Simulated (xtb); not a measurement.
BiH2F, SMILES [F][BiH2]. All values are semi-empirical tight-binding results from xtb (GFN2-xTB unless named), good for trends rather than for accurate numbers. Geometry optimised at GFN2-xTB.

Optimised geometry:

Bonded distances (Å): Bi1–H2 1.769, Bi1–H3 1.769, Bi1–F4 2.086. Bond angles (°): H2–Bi1–H3 87.9, H2–Bi1–F4 90.5, H3–Bi1–F4 90.5.
Charge 0, spin multiplicity 1.

For metal compounds this method's bond lengths and energies can be far off.

Computed properties:
- point group as xtb finds it: Cs
- orbital gap: 5.88 eV
- zero-point energy: 8.6 kcal/mol
- G − E(el) at 298.15 K (modified RRHO): -8.4 kcal/mol

### Question
Give the atomic charges and the Wiberg bond orders between heavy atoms. (The exact figures need the calculation; the answer reports its results.)

### Answer
charges (e) Bi1 0.63, H2 -0.11, H3 -0.11, F4 -0.41. Bond orders Bi1–F4 0.83.
